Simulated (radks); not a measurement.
These are the eigenvalues of the occupied orbitals of an atom or ion with whole-number occupations (eV). Calculated with a radial shooting solver on a logarithmic mesh with Libxc functionals: scalar-relativistic Kohn-Sham, r2SCAN, spin-polarised, spherical densities, finite nucleus; meta-GGA in the generalised Kohn-Sham scheme; Fermi nuclear charge, rms radius of each element as measured or else 0.836 A^(1/3) + 0.57 fm.

1s: -37913.64
2s: -7641.146
2p: -7074.006
3s: -2858.947
3p: -2677.452

Which element is it, and in what charge state? The configuration may be excited. Open shells, if any, are filled with parallel spins first.

Answer. Z = 55, caesium, charge +37: Cs37+ in [Ar]. The list shows which subshells hold electrons but not how many an open one holds; the 1s level, -1393.3 hartree, gives Z - s = 52.8 by -(Z - s)^2/2, which with screening and relativity narrows Z to a few neighbours, and the depths of the outer levels then fix element, charge and occupations together.
